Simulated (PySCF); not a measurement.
Spectra and structures to be paired. Method: TDDFT PBE0/def2-SVPD, vertical, gas phase, core orbitals frozen in the response (PySCF 2.14.0, density-fitted response routines). Geometries: GFN2-xTB; one conformer of each isolated species. Triplets are in the Tamm–Dancoff approximation.

A. `CC[C@@H](CF)[SiH2]P`
B. `[Si@H](CS[SiH3])(S)OC`
C. `COc1nnc(Cl)o1`

Lowest singlet levels (six at most, fewer where fewer were computed) with oscillator strengths:

1. 229 nm (f 0.003); 225 nm (f 0.019); 207 nm (f 0.024); 202 nm (f 0.019); 198 nm (f 0.021); 195 nm (f 0.011); T1 4.92 eV
2. 206 nm (f 0.002); 201 nm (f 0.311); 190 nm (f 0.002); 181 nm (f 0.003); 169 nm (f 0.011); 167 nm (f 0.004); T1 4.34 eV
3. 193 nm (f 0.022); 185 nm (f 0.063); 180 nm (f 0.139); 170 nm (f 0.021); 167 nm (f 0.002); 166 nm (f 0.006); T1 5.63 eV

**Question.** Which spectrum belongs to which structure?

**Answer.** 1 = B, 2 = C, 3 = A.
- A: S1 at 6.44 eV, HOMO→LUMO+2 (41%), HOMO→LUMO (31%), HOMO→LUMO+1 (24%); Löwdin shares by element: HOMO phosphorus 63%, silicon 14%, hydrogen 13% or more; LUMO silicon 24%, phosphorus 23%, hydrogen 18% or more (atoms not listed hold the other 35%); HOMO -7.41 and LUMO 0.31 eV.
- B: S1 at 5.42 eV, HOMO→LUMO+1 (43%), HOMO→LUMO (39%), HOMO→LUMO+2 (13%); Löwdin shares by element: HOMO sulfur 68%, carbon 11% or more, silicon 8% or more; LUMO sulfur 33%, silicon 27% (atoms not listed hold the other 40%); HOMO -6.83 and LUMO -0.12 eV.
- C: S1 at 6.02 eV, HOMO-1→LUMO (98%); Löwdin shares by element: HOMO nitrogen 36%, oxygen 16% or more, carbon 16% or more (atoms not listed hold the other 32%); LUMO carbon 27% or more, nitrogen 23% or more, oxygen 17% or more, chlorine 12% (atoms not listed hold the other 22%); HOMO -7.47 and LUMO -0.50 eV; point group Cs.
